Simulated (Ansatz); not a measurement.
A nudged elastic band was laid between two geometries of CH5BS2 (9 atoms, charge 0, multiplicity 1).

Level of theory: RKS BLYP-D4/6-31G* in Ansatz 0.2.0.

```yaml
movable_images: 1
climbing_image: no
spring: 5.0 eV/Å²
optimiser: quadratic models (default)
start_path: IDPP
force_threshold: 0.05 eV/Å
iteration_limit: 60
end_points: relaxed
```

Initial state:

```xyz
9
Properties=species:S:1:pos:R:3
B -1.282 1.245 0.530
S -0.971 0.154 -0.847
C 0.346 -1.020 -0.212
S 2.029 -0.308 0.037
H -2.108 2.094 0.351
H -0.695 1.113 1.566
H 0.379 -1.857 -0.922
H 0.036 -1.400 0.771
H 2.266 -0.022 -1.275
```

Final state:

```xyz
9
Properties=species:S:1:pos:R:3
B -1.379 0.715 -0.960
S -0.770 0.799 0.710
C 0.415 -0.645 0.828
S 2.194 -0.177 0.961
H -2.165 1.560 -1.281
H -1.009 -0.146 -1.709
H 0.238 -1.307 -0.029
H 0.186 -1.185 1.757
H 2.289 0.386 -0.276
```

**Question.** What changes between the two ends?

**Answer.** No bond is made or broken. The dihedral B1–S2–C3–S4 goes from -71 to 111°.

**Question.** Give the energies along the band, and the barrier.

**Answer.** The forces met the threshold. The highest image is number 1 of 0 to 2, 3.3 kJ/mol above the first end and 4.3 kJ/mol above the last; the last end lies 0.9 kJ/mol below the first. The dihedral B1–S2–C3–S4 jumps by 93° between images 0 and 1, so the path isn't resolved there. No image climbed, so the highest image needn't sit at the top of the path. So few images can step over the top or miss a turn of the path.

```csv
image,path coordinate (Å),energy (kJ/mol),dihedral B1–S2–C3–S4 (°)
0,0.00,0.0,-71
1,2.53,3.3,22
2,5.07,-0.9,111
```

**Question.** What is the geometry of the highest image?

**Answer.** 
```xyz
9
Properties=species:S:1:pos:R:3:forces:R:3
B -0.925 1.492 -0.200 -0.02 0.00 0.01
S -1.409 -0.214 -0.096 0.01 0.01 0.01
C 0.137 -1.275 0.145 0.00 0.00 0.00
S 1.664 -0.532 0.833 -0.01 0.00 0.02
H -1.835 2.251 -0.378 0.00 0.00 -0.01
H 0.206 1.860 -0.091 0.01 -0.01 -0.01
H 0.347 -1.756 -0.820 -0.02 0.00 -0.01
H -0.161 -2.053 0.862 0.01 -0.01 0.00
H 1.975 0.227 -0.254 0.00 0.01 0.00
```

Run time: 20 s on 1 CPU thread of a shared host.
